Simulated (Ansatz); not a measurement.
System: C2H4B, charge 0, doublet. C2H4B (SMILES [BH]C=C, doublet).
B3LYP-D3(BJ)/def2-TZVP minimum from Ansatz (an electronic-structure program):
```
C
C 1 1.3830
H 2 1.0800 1 121.09
H 2 1.0810 3 117.29 1 -180.00
H 1 1.0977 2 116.29 3 0.00
B 1 1.4242 5 109.40 2 -180.00
H 6 1.1688 5 145.70 1 180.00
```
Charge 0, spin multiplicity 2.

Total energies in hartree (Ansatz). UHF or UKS for unpaired electrons; spin-orbit terms are left out. Cores are frozen in correlated methods. No relativity. For partners of very few electrons the exact lower level stands in for a higher one. The UHF reference of C2H4B ([BH]C=C, doublet) is spin-contaminated (<S^2> up to 0.17 over the pure value in the sets run).

| species | HF/cc-pVTZ | CCSD(T)/cc-pVTZ | HF/cc-pVQZ | CCSD(T)/cc-pVQZ | CCSD(T)/cc-pVDZ | CCSDT(Q)/cc-pVDZ |
|---|---|---|---|---|---|---|
| 1: C2H4B (SMILES [BH]C=C, doublet) | -102.68526 | -103.13098 | -102.69189 | -103.15992 | -103.02874 | -103.03103 |
| 2: B (doublet) | -24.53207 | -24.59810 | -24.53297 | -24.60084 | -24.58941 | -24.58977 |
| 3: H (doublet) | -0.49981 | -0.49981 | -0.49995 | -0.49995 | -0.49928 | -0.49928 |
| 4: C (triplet) | -37.69157 | -37.78076 | -37.69331 | -37.78654 | -37.76038 | -37.76071 |

Problem. Work out the atomisation energy (electronic, to ground-state atoms) in kcal/mol: take Hartree-Fock from cc-pVQZ, extrapolate the CCSD(T) correlation energy as X^-3 (X = 3, 4), and add CCSDT(Q) - CCSD(T) in cc-pVDZ. 1 hartree = 627.51 kcal/mol.

Solution. 
Species 1: correlation (64·(-0.46803) - 27·(-0.44572))/37 = -0.48431; step -0.00229; E1 = -102.69189 + (-0.48431) + (-0.00229) = -103.17849
Species 2: correlation (64·(-0.06787) - 27·(-0.06603))/37 = -0.06921; step -0.00036; E2 = -24.53297 + (-0.06921) + (-0.00036) = -24.60254
Species 3: correlation (64·(0.00000) - 27·(0.00000))/37 = 0.00000; step +0.00000; E3 = -0.49995 + (0.00000) + (+0.00000) = -0.49995
Species 4: correlation (64·(-0.09323) - 27·(-0.08919))/37 = -0.09618; step -0.00033; E4 = -37.69331 + (-0.09618) + (-0.00033) = -37.78982
-1·E1 +1·E2 +4·E3 +2·E4 = 0.99651 hartree = 625.3 kcal/mol.
